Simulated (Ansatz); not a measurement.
A nudged elastic band was laid between two geometries of FH + H2O + H5NSn (12 atoms, charge 0, multiplicity 1).

The calculation used Ansatz 0.2.0, RKS BHLYP-D4/def2-SVP.

```
movable images  : 7
climbing image  : yes
spring          : 5.0 eV/Å²
optimiser       : quadratic models (default)
start path      : through a guess of the saddle point
force threshold : 0.5 eV/Å
iteration limit : 48
end points      : relaxed
```

Image 0:

```xyz
12
Properties=species:S:1:pos:R:3
Sn -1.017 0.845 0.697
N -0.040 -1.008 0.739
H -2.259 0.824 -0.459
H -1.733 0.889 2.263
H 0.117 2.094 0.584
H 1.232 0.242 -1.369
O 0.376 0.532 -1.715
H 1.424 -0.782 0.282
F 2.252 -0.536 -0.180
H -0.161 -1.481 1.626
H -0.410 -1.624 0.026
H 0.219 0.004 -2.494
```

Image 8:

```xyz
12
Properties=species:S:1:pos:R:3
Sn -1.052 0.964 0.199
N 0.364 -1.010 1.036
H -1.856 2.186 -0.742
H -2.293 -0.013 0.837
H -0.033 1.798 1.278
H 1.346 -0.270 -1.302
O -0.095 0.172 -1.416
H 1.239 -0.988 0.515
F 2.220 -0.561 -1.037
H 0.577 -0.992 2.025
H -0.076 -1.899 0.835
H -0.341 0.611 -2.228
```

What changes between the two ends?

Bonds broken: H6–O7, H8–F9. Bonds formed: Sn1–O7, N2–H8, H6–F9. FH + H2O + H5NSn becomes FH + H7NOSn.

Give the energies along the band, and the barrier.

The forces met the threshold. The highest image is number 4 of 0 to 8, 0.299 eV above the first end and 0.580 eV above the last; the last end lies 0.282 eV below the first. The threshold of 0.5 eV/Å is loose, so the images may lie well off the minimum-energy path. The order of the stationary point at the top wasn't checked. The orbitals stay closed-shell, which can raise the energy where a bond breaks towards radicals; this wasn't checked here.

```
image  path coordinate (Å)  energy (eV)  H6–O7 (Å)  H8–F9 (Å)  Sn1–O7 (Å)
    0                 0.00        0.000       0.97       0.98        2.80
    1                 0.52        0.024       0.97       0.99        2.76
    2                 1.06        0.039       0.97       1.01        2.68
    3                 1.59        0.169       1.00       1.12        2.49
    4                 2.13        0.299       1.06       1.34        2.29
    5                 2.68        0.127       1.26       1.61        2.15
    6                 3.22       -0.097       1.43       1.78        2.08
    7                 3.77       -0.231       1.49       1.85        2.05
    8                 4.32       -0.282       1.51       1.89        2.04
```

What is the geometry of the highest image?


```xyz
12
Properties=species:S:1:pos:R:3
Sn -0.956 0.867 0.399
N 0.185 -0.964 0.843
H -2.087 1.066 -0.865
H -1.993 0.435 1.735
H 0.019 2.157 0.900
H 1.228 -0.041 -1.265
O 0.417 0.623 -1.424
H 1.091 -1.014 0.210
F 2.026 -0.897 -0.743
H 0.411 -0.979 1.830
H -0.362 -1.800 0.668
H 0.020 0.547 -2.287
```

The run took 3.3 min on 2 threads of Intel(R) Xeon(R) Platinum 8259CL CPU @ 2.50GHz (Skylake/Cascade Lake), on a shared host, peak memory 0.28 GiB.
